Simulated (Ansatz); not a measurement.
Reaction (substitution at a C–C bond): `C=C(F)C=C(F)F` + `[NH2][AlH2]` → `C=C(F)[NH][AlH2]` + `C=C(F)F`

Calculated with Ansatz (gas phase, PBE0-D4/def2-TZVP geometries, no zero-point term in ΔE). CCSD(T)/CBS adds triple-zeta CCSD(T) − MP2 to the extrapolated MP2 energy (def2 sets, frozen cores). This one scheme is used for every species. DFT in def2-TZVPP. Each species was taken in one conformer, which may not be the lowest.

(1) Is it downhill or uphill in electronic energy at CCSD(T)/CBS, and by how much? (Estimate.)

(2) What do these levels give: B2PLYP, PBE, MP2/def2-TZVPP, SCS-MP2/def2-TZVPP, MP2/CBS(def2), CCSD/CBS(def2)? (Estimate.)

Largest T1 diagnostic among the species: 0.013.

## Answers

(1) The calculation gave: Uphill: ΔE = +1.4 kcal/mol.

(2) Computed: B2PLYP 1.0, PBE 1.4, MP2/def2-TZVPP 1.4, SCS-MP2/def2-TZVPP 1.1, MP2/CBS(def2) 1.7, CCSD/CBS(def2) 1.0 kcal/mol.

From PBE to PBE0 (25 % exact exchange), in def2-TZVPP and without D4, ΔE moves by −0.7 kcal/mol. In def2-TZVPP, CCSD(T) changes the Hartree–Fock value by +2.4 kcal/mol (the triples alone add +0.5 kcal/mol) and MP2 by +2.6 kcal/mol.
